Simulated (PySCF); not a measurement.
A structure optimised at B3LYP-D3(BJ)/def2-SVP, used in a PySCF frequency run:

```
C
C 1 1.3328
O 1 1.3825 2 123.60
C 3 1.3614 1 107.09 2 180.00
C 4 1.3507 3 114.82 1 0.00
H 5 1.0867 4 127.37 3 180.00
H 4 1.0900 5 130.80 6 0.00
H 2 1.0912 1 122.15 3 0.00
H 2 1.0915 8 120.16 1 180.00
C 5 1.4711 6 126.09 4 180.00
O 10 1.2141 5 130.88 6 0.00
```

Problem. Write its SMILES, formula and point group.

Solution. C=C1OC=CC1=O, C5H4O2, Cs

Problem. What are its rotational constants (standard atomic weights)?

Solution. 3.9643, 3.6450, 1.8990 GHz
